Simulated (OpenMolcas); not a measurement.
Hg I: input and output

Input:

```
&GATEWAY
Coord
1

Hg 0.0 0.0 0.0
Basis=ANO-RCC-VQZP
Group=XYZ
NoMove
AngMom=0.0 0.0 0.0
AMFI
&SEWARD
&RASSCF
FileOrb=start.orb
Symmetry=1
Spin=3
nActEl=2 0 0
Inactive=20 19
Ras2=1 3
CIRoot=3 3 1
SDav=3
CIMx=300
Iter=120 100
PrWF=0.3
OrbListing=Nothing
MaxOrb=0
Atom
>>> COPY $Project.JobIph JOB001
&RASSCF
FileOrb=start.orb
Symmetry=1
Spin=1
nActEl=2 0 0
Inactive=20 19
Ras2=1 3
CIRoot=7 7 1
SDav=7
CIMx=300
Iter=120 100
PrWF=0.3
OrbListing=Nothing
MaxOrb=0
Atom
CIOnly
>>> COPY $Project.JobIph JOB002
&RASSCF
FileOrb=start.orb
Symmetry=2
Spin=3
nActEl=2 0 0
Inactive=20 19
Ras2=1 3
CIRoot=3 3 1
SDav=3
CIMx=300
Iter=120 100
PrWF=0.3
OrbListing=Nothing
MaxOrb=0
Atom
>>> COPY $Project.JobIph JOB003
&RASSCF
FileOrb=start.orb
Symmetry=2
Spin=1
nActEl=2 0 0
Inactive=20 19
Ras2=1 3
CIRoot=3 3 1
SDav=3
CIMx=300
Iter=120 100
PrWF=0.3
OrbListing=Nothing
MaxOrb=0
Atom
CIOnly
>>> COPY $Project.JobIph JOB004
&RASSI
NrOfJobIphs=3 1 3 3
1
1 2 3
1 2 3
IphNames
JOB002
JOB003
JOB004
EJob
SpinOrbit
DIPRint=1.0
SOCoupling=1000.0
Subsets=2
MEES
Property=10
'ANGMOM' 1 'ANGMOM' 2 'ANGMOM' 3 'MLTPL  1' 1 'MLTPL  1' 2 'MLTPL  1' 3
'AMFI' 1 'AMFI' 2 'AMFI' 3 'MLTPL  2' 6
SOProperty=3
'ANGMOM' 1 'ANGMOM' 2 'ANGMOM' 3
```

Launched by
```bash
OMP_NUM_THREADS=1 MOLCAS_MEM=2252 MOLCAS_PROJECT=a pymolcas a.inp > a.log  # once for each step of the input, in one work folder
```

A driver script runs the steps one by one and writes start.orb anew before each from the orbitals found so far, so a CI-only block uses the converged orbitals of the first block.

Output, cut to the results:

```
--- SEWARD ---
Basis set label: HG.ANO-RCC...9S8P6D4F2G1H.

      Electronic valence basis set:
      ------------------
      Associated Effective Charge  80.000000 au
      Associated Actual Charge     80.000000 au
      Nuclear Model: Point charge

      Shell  nPrim  nBasis  Cartesian Spherical Contaminant
         s      25       9        X
         p      22       8        X
         d      16       6                 X
         f      12       4                 X
         g       4       2                 X
         h       2       1                 X
                  Relativistic Douglas-Kroll-Hess integrals:
                    - DKH order of Hamiltonian: 2
                    - DKH order of Properties : 0
                  Atomic mean-field integrals
--- RASSCF ---
Wave function specifications:
      -----------------------------

      Number of closed shell electrons          78
      Number of electrons in active shells       2
      Max number of holes in RAS1 space          0
      Max nr of electrons in RAS3 space          0
      Number of inactive orbitals               39
      Number of active orbitals                  4
      Number of secondary orbitals              77
      Spin quantum number                      1.0
      State symmetry                             1
Orbital specifications:
      -----------------------

      Symmetry species                           1   2
                                                ag  au
      Frozen orbitals                            0   0
      Inactive orbitals                         20  19
      Active orbitals                            1   3
      RAS1 orbitals                              0   0
      RAS2 orbitals                              1   3
      RAS3 orbitals                              0   0
      Secondary orbitals                        36  41
      Deleted orbitals                           0   0
      Number of basis functions                 57  63
      Number of CSFs                             3
      Number of root(s) required                 3
      Iter CI   SX   CI       RASSCF       Energy    max ROT     max BLB   max BLB  Level Ln srch  Step   QN
          iter iter root      energy       change     param      element    value   shift minimum  type update
 Nr of preliminary CI iterations:   1
 ###############################################################################
 ###############################################################################
 ###                                                                         ###
 ###                                                                         ###
 ###    WARNING: Problems in orbital optimization.                           ###
 ###                                                                         ###
 ###                                                                         ###
 ###############################################################################
 ###############################################################################
  Warning: In symmetry  1, orbital p=  21 has diagonal density matrix element D(p,p) close to zero. D(p,p)=  0.000000E+00
      Total energies have been shifted. Add               -19000.00 au
        ...
 ###############################################################################
 ###############################################################################
  Warning: In symmetry  1, orbital p=  21 has diagonal density matrix element D(p,p) close to zero. D(p,p)=  0.000000E+00
        4   1    1    0  -603.43020672    7.28E-12   0.00E+00   21  30 2  1.48E-08   0.50   0.00    SX    NO
      Convergence after  4 iterations
        5   1    1    0  -603.43020672   -1.09E-11   0.00E+00   21  30 2  1.48E-08   0.50   0.00    SX    NO
      Natural orbitals and occupation numbers for root  1
      sym 1:   0.000000
      sym 2:   0.000000   1.000000   1.000000
      Natural orbitals and occupation numbers for root  2
      sym 1:   0.000000
      sym 2:   1.000000   0.000000   1.000000
      Natural orbitals and occupation numbers for root  3
      sym 1:   0.000000
      sym 2:   1.000000   1.000000  -0.000000
::    RASSCF root number  1 Total energy: -19603.43020672
::    RASSCF root number  2 Total energy: -19603.43020672
::    RASSCF root number  3 Total energy: -19603.43020672
--- RASSCF ---
Wave function specifications:
      -----------------------------

      Number of closed shell electrons          78
...
--- RASSI ---
SPIN-FREE ENERGIES:
  (Shifted by EMIN (a.u.) =     -19603.8120977926)

 SF State       Relative EMIN(au)   Rel lowest level(eV)    D:o, cm**(-1)      L_eff

     1             0.0000000000        0.0000000000              0.0000         0.0
     2             0.1432755077        3.8987251792          31445.3392         1.0
     3             0.1432755077        3.8987251792          31445.3392         1.0
     4             0.1432755091        3.8987252166          31445.3395         1.0
     5             0.2416084836        6.5745017666          53026.9329         1.0
     6             0.2416084836        6.5745017666          53026.9329         1.0
     7             0.2416084846        6.5745017954          53026.9331         1.0
     Dipole printing threshold changed to   1.00000000E+00

++ Dipole transition strengths (spin-free states):
   -----------------------------------------------
     for osc. strength at least  1.00000000E+00

  ( Max oscillator strength is only   0.70471714525469686      )
--
Eigenvalues of complex Hamiltonian:
   -----------------------------------
  (Shifted by EMIN (a.u.) =     -19603.8120977926)

 SO State       Relative EMIN(au)   Rel lowest level(eV)    D:o, cm**(-1)     J-value

     1             0.0000000000        0.0000000000              0.0000         0.0
     2             0.1272063765        3.4614618427          27918.5726         0.0
     3             0.1340406895        3.6474329746          29418.5309         0.6
     4             0.1340406902        3.6474329935          29418.5311         1.0
     5             0.1340406902        3.6474329935          29418.5311         0.6
     6             0.1513100735        4.1173568543          33208.7226         1.8
     7             0.1513100735        4.1173568543          33208.7226         1.8
     8             0.1513100742        4.1173568721          33208.7228         1.0
...
```

The J values that RASSI prints are effective ones from its own formula and need not be integers or half-integers; the table below assigns J from the states.

Levels above the lowest, from the spin-orbit matrix, grouped by J:

| Configuration | Term | J | E (cm-1) | Measured (cm-1) | Term weight % |
| --- | --- | --- | --- | --- | --- |
| 6s2 | 1S | 0 | 0.0 | 0.0 | 100 |
| 6s 6p | 3P* | 0 | 27919 | 37645 | 100 |
| 6s 6p | 3P* | 1 | 29419 | 39412 | 99 |
| 6s 6p | 3P* | 2 | 33209 | 44043 | 100 |
| 6s 6p | 1P* | 1 | 53290 | 54069 | 99 |

Against the 4 measured excited levels shown (NIST Handbook of Basic Atomic Spectroscopic Data) the mean absolute deviation is 7800 cm-1; the largest miss in energy is 6s 6p 3P* 2: computed 33209, measured 44043 cm-1 (-24.6 %).

Some high roots are left out of the spin-orbit mixing, which shifts the levels that they would mix with. Terms from blocks run as CI alone lack orbitals of their own. Spin-orbit splittings of 6p shells tend to come out small when the coupling is added on scalar orbitals. Computed and measured levels are paired by configuration, term and J; levels that our copy of the source lacks, or whose pairing is in doubt (as where it misses far off the trend of its configuration), stay unpaired and out of the deviations. Only configurations of the active space appear. The first state left out of the spin-orbit step lies near 84000 cm-1 above the lowest spin-free state of the reference (among the parities and spins computed), and the list stops at four fifths of that energy or lower.

The RASSCF and RASSI steps took 23 s on 1 thread of Arm Neoverse V2, with other jobs on the host; the integral step is not counted.

The term weight is that of the spin-free term in the level, not the purity of its configuration. * marks odd parity.
